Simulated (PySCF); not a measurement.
PySCF input:

```python
from pyscf import gto, scf, dft

mol = gto.M(
    atom='''
    B    -0.80130280    0.03717200   -0.01324711
    N     0.63022564   -0.02923583    0.01041887
    H    -1.44493786   -0.80676648    0.54991677
    H    -1.34513778    0.93619658   -0.59604221
    H     1.20992710    0.53957348    0.63517377
    H     1.17508306   -0.65021282   -0.59574486
    ''',
    basis='def2-tzvpd',
    charge=1,
    spin=1,
    verbose=4,
)

mf = dft.UKS(mol, xc='bp86').density_fit(auxbasis='def2-universal-jkfit')
mf.grids.level = 3
mf.conv_tol = 1e-9
mf.max_cycle = 100
mf.max_memory = 1500
mf.kernel()
if not mf.converged:
    mf = mf.newton()
    mf.kernel(mf.make_rdm1())
for _ in range(2):
    mo, _, stable, _ = mf.stability(return_status=True)
    if stable:
        break
    mf.kernel(mf.make_rdm1(mo, mf.mo_occ))
mf.analyze()
```

Predict the final energy.

-81.68195 Eh (BP86/def2-TZVPD).
